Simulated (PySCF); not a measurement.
F₃Ga, SMILES [F][Ga-]([F])[F], charge -1, multiplicity 2.

Geometry: PBE0-D3(BJ)/def2-SVPD.

These are PySCF 2.14.0 with C-PCM-PBE0/def2-SVPD values and carry that method's errors.

The values are the electrostatic part of the solvation free energy, E(continuum) − E(gas) at the gas-phase geometry, in a cavity of scaled van der Waals radii (PySCF's table); cavitation and dispersion terms are not included. A continuum can't describe solvent molecules that bind to the metal.

| solvent | ε | ΔG(elec) (kcal/mol) |
|---|---|---|
| water | 78.36 | -57.1 |
| 1-octanol | 9.86 | -51.9 |
| tetrahydrofuran | 7.43 | ? |

Question: Complete the blanks. (Estimate from the structure and the level; the computed values follow.)

Answer: 
- tetrahydrofuran, ΔG(elec) (kcal/mol): -50.0
